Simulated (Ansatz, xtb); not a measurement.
Relative energy of two isomers of C4H7Cl3

Structure a: `CC(C)C(Cl)(Cl)Cl`, a singlet. Structure b: `CC[C@H](Cl)C(Cl)Cl`, a singlet. Both are isolated molecules in the gas phase, relaxed with B3LYP/def2-SVP; each stands in its lowest conformer found.

Quicker runs give these differences E(b) − E(a): GFN2-xTB +3.4 kcal/mol; HF/STO-3G −4.8 kcal/mol (at GFN2-xTB geometries); r2SCAN-D4/def2-SVP −1.8 kcal/mol (at GFN2-xTB geometries).

Problem. Which of the two would you expect CCSD(T)/def2-SVP + ΔMP2/def2-TZVPP electronic energies to favour?

Solution. Structure b; the calculation gives E(b) − E(a) = −2.9 kcal/mol.

Level by level:

```
                             level        geometry  E(b) − E(a) (kcal/mol)  departure from the last row (kcal/mol)  job, with rough time for the two
                          GFN2-xTB        GFN2-xTB                      +3.4                                    +6.3              optimisation, 0.19 s
                         HF/STO-3G        GFN2-xTB                      −4.8                                    −1.9              single point, 0.52 s
                r2SCAN-D4/def2-SVP        GFN2-xTB                      −1.8                                    +1.1               single point, 4.5 s
                    B3LYP/def2-SVP  B3LYP/def2-SVP                      −3.4                                    −0.4                optimisation, 28 s
                       HF/def2-SVP  B3LYP/def2-SVP                      −7.1                                    −4.1           part of the CCSD(T) run
                      MP2/def2-SVP  B3LYP/def2-SVP                      −0.8                                    +2.2           part of the CCSD(T) run
                  CCSD(T)/def2-SVP  B3LYP/def2-SVP                      −1.8                                    +1.1                      single point
CCSD(T)/def2-SVP + ΔMP2/def2-TZVPP  B3LYP/def2-SVP                      −2.9                                                        single point, 78 s
```

As drawn, both hold the same kinds of bond in the same numbers. Structure a has 2 methyl groups, b 1.

GFN2-xTB puts the two in the other order. The largest departure from CCSD(T)/def2-SVP + ΔMP2/def2-TZVPP is that of GFN2-xTB, 6.3 kcal/mol. The last row adds to CCSD(T) the change of the MP2 difference between the two basis sets, here −1.1 kcal/mol.

With thermal terms from frequencies at re-optimised GFN2-xTB minima (ideal gas, soft modes damped towards free rotors, one conformer each, 298.15 K, 1 atm): on the last row, ΔE + ΔZPE = −2.6, ΔH = −2.7, ΔG = −2.9 kcal/mol.

The correlated steps freeze 19 core orbitals. Mirror images aren't counted in ΔG. Run with Ansatz 0.2.0, xtb 6.7.1; the last row on 4 threads of Arm Neoverse V1 on a shared host.
